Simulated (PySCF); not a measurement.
SnH3I, SMILES [SnH3][I]. The structure is a stationary point at B3LYP-D3(BJ)/def2-TZVP. The def2 effective core potentials stand for the cores of I, Sn; spin–orbit coupling is left out.

Computed equilibrium geometry at B3LYP-D3(BJ)/def2-TZVP (PySCF confirms it by a frequency run) as bond lengths and angles, and its point group:
point group C3v.
Atoms: Sn1 I2 H3 H4 H5. Bonded distances (Å): Sn1–I2 2.711, Sn1–H3 1.706, Sn1–H4 1.706, Sn1–H5 1.706. Bond angles (°): I2–Sn1–H3 107.1, I2–Sn1–H4 107.1, I2–Sn1–H5 107.1, H3–Sn1–H4 111.8, H3–Sn1–H5 111.8, H4–Sn1–H5 111.8.
Charge 0, spin multiplicity 1.
